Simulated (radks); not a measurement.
Values are calculated unless marked as measured or tabulated.
Q: Species: the thulium anion Tm-. Configuration: [Xe] 4f14 6s2. Level of theory: scalar-relativistic Kohn-Sham, PBE, spin-unpolarised, spherical densities, point nucleus; hard spherical wall at 5 bohr (a radial shooting solver on a logarithmic mesh with Libxc functionals). Some entries of the table are withheld. Estimate them.

orbital  occ.  eigenvalue (eV)  <r> (bohr)
1s          2        -59274.04     0.02001
2s          2              (1)         (2)
2p          6        -8813.393     0.07541
3s          2        -2229.772      0.2209
3p          6        -1874.980      0.2203
3d         10        -1437.322      0.1998
4s          2        -424.4459      0.4980
4p          6        -307.9440      0.5287
4d         10        -153.3353      0.5724
5s          2         -36.8295       1.248
5p          6         -11.2117       1.531
6s          2           9.9050       2.991
5d          0          13.1925       2.563
4f         14          14.4832      0.8904
6p          0          16.1096       3.112
7s          0          37.7801       2.971

A: 
(1) 2s eigenvalue (eV): -9985.259
(2) 2s <r> (bohr): 0.08487
